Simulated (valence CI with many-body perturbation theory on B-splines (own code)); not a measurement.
# A CI+MBPT run for Cs³⁴⁺

Calculated by valence CI with perturbative core correlation (CI+MBPT): three valence electrons over a frozen Dirac-Fock core [Ar], radial functions for each j: 5 s, 5 p, 3 d, 3 f, with the one-electron correlation potential Σ1 (screened to all orders), the two-electron term Σ2, the three-electron term Σ3, Breit, model QED; selected single and double excitations, second order for the rest, scaled by the run's own slope (own B-spline code, finite nucleus).

Command, and the settings that its task file holds:

```sh
python run_cv.py task.json out
```

```
atom Cs  Z=55  mass_number=133  rms_radius_fm=4.8041
core [Ar]
valence 3d3
avg = 1
basis = S
breit = 1
cap = 10000
capref = 1200
cscale = 1
de = 0.0
dress = 0
eps = 2e-08
extrap = 1
h = 0.27
hh = 1
l2 = 3
lcore = 6
maxit = 60
n2 = 5
natural = 0
nlev = 21
nno = [2, 2, 1, 1, 0]
nroot = 26
nsp = [3, 3, 2, 2, 0]
pt2 = 1
qed = 1
rpa = 1
s1 = 1
s2 = 1
s3 = 1
screen = 1
tol = 2e-05
whole = 1
```

It took 9.8 s on 1 thread of Arm Neoverse V2 (shared host).

Log. The first blocks belong to the next ion, which gives the ionisation energy. Fields: 2J, parity (1 odd), roots, reference size, generating configurations, candidates as configurations/state functions, variational space P, stored matrix elements, Davidson steps; e2 is the range of second-order energies in hartree. The first line gives the box (bohr), its intervals, the orbitals and the steps of their self-consistent field. Window is the range of levels sought, series limit the energy at which the first omitted orbital would enter, core excitation an estimate of the first excitation out of the core, left out the lowest levels not solved, and shifts from estimates the range by which levels moved from their first estimate, all in cm⁻¹.

```
rmax 3.3 intervals 58 orbitals 27 references ['3d3', '3d2 4s', '3d2 4p'] scf 3 t 0.7
2J=4 par=0 roots 2 ref 42 generators 3 cand 115/115 P 157/157 nnz 0 it 0
   second order: generators 6 cand 0/0 e2 -0.00000 -0.00000
2J=0 par=0 roots 2 ref 17 generators 2 cand 52/52 P 69/69 nnz 0 it 0
   second order: generators 3 cand 0/0 e2 -0.00000 -0.00000
2J=6 par=0 roots 2 ref 32 generators 2 cand 77/77 P 109/109 nnz 0 it 0
2J=6 par=0 roots 2 ref 32 generators 4 cand 3/3 P 112/112 nnz 0 it 0
   second order: generators 8 cand 3/3 e2 -0.00000 -0.00000
reference levels 431, estimated 19, window 567918 1/cm; series limit 12134716, core excitation 1555412
2J=3 par=0 roots 5 ref 31 generators 4 cand 94/202 P 383/865 nnz 0 it 0
   second order: generators 5 cand 171/399 e2 -0.00000 -0.00000
2J=5 par=0 roots 5 ref 33 generators 3 cand 106/256 P 382/973 nnz 0 it 0
   second order: generators 4 cand 181/491 e2 -0.00000 -0.00000
2J=7 par=0 roots 3 ref 25 generators 2 cand 112/252 P 329/820 nnz 0 it 0
2J=7 par=0 roots 3 ref 25 generators 2 cand 7/12 P 336/832 nnz 0 it 0
   second order: generators 2 cand 10/10 e2 -0.00000 -0.00000
2J=9 par=0 roots 3 ref 18 generators 3 cand 65/126 P 283/610 nnz 0 it 0
   second order: generators 3 cand 0/0 e2 -0.00000 -0.00000
2J=1 par=0 roots 2 ref 19 generators 2 cand 86/132 P 326/497 nnz 0 it 0
2J=1 par=0 roots 2 ref 19 generators 2 cand 0/0 P 326/497 nnz 0 it 0
   second order: generators 2 cand 10/10 e2 -0.00000 0.00000
2J=11 par=0 roots 1 ref 6 generators 1 cand 14/24 P 171/336 nnz 0 it 0
2J=11 par=0 roots 1 ref 6 generators 1 cand 0/0 P 171/336 nnz 0 it 0
   second order: generators 1 cand 20/20 e2 -0.00000 -0.00000
left out: unestimated 7279504, estimated none, shifts from estimates -0 to 0
operators 0.8
```

The Davidson iterations converged. The settings are bad on purpose, so the numbers may not be properties of the ion.

No measured spectrum was set against this ion. As an estimate, large intervals hold to a few tenths of a per cent, small ones and those within an open d or f shell to about a per cent. Only levels of the ground parity were solved; by the run's estimate the other parity begins above the list, which can be wrong where configurations are misplaced.

| Quantity | Value |
| --- | --- |
| Valence energy | -256.6018 hartree |
| Ionisation energy | 2230.3 eV (NIST: 2230 ± 5 eV (theoretical)) |
| Reference configurations for the orbitals | 3d3, 3d2 4s, 3d2 4p |
| Radial orbitals | 27 |
| Box radius | 3.275 bohr |
| Largest variational space | 973 |
| Lowest levels | (3d3/2^3) J=3/2 0, (3d3/2^2 3d5/2) J=5/2 [a] 98914, (3d3/2^2 3d5/2) J=3/2 144010, (3d3/2^2 3d5/2) J=7/2 145010, (3d3/2^2 3d5/2) J=9/2 158290, (3d3/2^2 3d5/2) J=1/2 167890, (3d3/2^2 3d5/2) J=5/2 [b] 255410, (3d3/2 3d5/2^2) J=7/2 [a] 256260, (3d3/2 3d5/2^2) J=9/2 271570, (3d3/2 3d5/2^2) J=3/2 [a] 301400, (3d3/2 3d5/2^2) J=1/2 315860, (3d3/2 3d5/2^2) J=11/2 328650, (3d3/2 3d5/2^2) J=5/2 [a] 348750, (3d3/2 3d5/2^2) J=5/2 [b] 367610 cm⁻¹ |

Levels are named by their leading jj configuration (3d3/2^4 stands for four electrons in 3d with j = 3/2), which in mixed levels can hold well under half, so a name can repeat and another be missing. Letters in brackets count levels of one name in rising energy.
